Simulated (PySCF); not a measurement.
C5H9BO2.
SMILES with atom numbers: `[CH2:1]=[CH:2][CH2:3]/[CH:4]=[CH:5]\[B:6]([OH:7])[OH:8]` (hydrogens: H9, H10 on C1; H11 on C2; H12, H13 on C3; H14 on C4; H15 on C5; H16 on O7; H17 on O8)

Level: B3LYP/def2-SVPD in PySCF, non-relativistic, on one gas-phase PBE0-D3(BJ)/def2-SVP geometry that isn't relaxed in the solvent. The solvent is an IEF-PCM continuum (van der Waals radii × 1.2), and excitations are vertical TDDFT with non-equilibrium linear response and a frozen core. Only the electrostatic response of the medium enters.

Gas-phase singlets (H = HOMO, L = LUMO):

| state | E (eV) | λ (nm) | f | leading configuration |
| --- | --- | --- | --- | --- |
| S1 | 5.387 | 230 | 0.031 | H→L 90% |
| S2 | 6.156 | 201 | 0.320 | H-1→L 80% |
| S3 | 6.307 | 197 | 0.005 | H→L+1 58% |
| S4 | 6.501 | 191 | 0.003 | H-1→L+1 58% |
| S5 | 6.550 | 189 | 0.002 | H-2→L 97% |

Problem. How does the list change in benzene (ε = 2.271)?

Solution. 
| state | E (eV) | λ (nm) | f | leading configuration | change by rank (eV) |
| --- | --- | --- | --- | --- | --- |
| S1 | 5.415 | 229 | 0.050 | H→L 89% | +0.028 |
| S2 | 6.030 | 206 | 0.410 | H-1→L 82% | -0.126 |
| S3 | 6.403 | 194 | 0.006 | H→L+1 58% | +0.096 |
| S4 | 6.521 | 190 | 0.002 | H-2→L 97% | +0.020 |
| S5 | 6.604 | 188 | 0.005 | H-1→L+1 58% | +0.054 |

Problem. How do the frontier levels move from gas to benzene?

Solution. 
| orbital | gas (eV) | solvent (eV) | change (eV) |
| --- | --- | --- | --- |
| LUMO+2 | 0.23 | 0.24 | +0.01 |
| LUMO+1 | -0.17 | -0.05 | +0.12 |
| LUMO | -0.97 | -0.94 | +0.03 |
| HOMO | -7.14 | -7.14 | 0.00 |
| HOMO-1 | -7.37 | -7.34 | +0.03 |
| HOMO-2 | -8.81 | -8.75 | +0.06 |
| HOMO-3 | -9.08 | -9.04 | +0.04 |

The HOMO–LUMO gap goes from 6.16 to 6.21 eV.
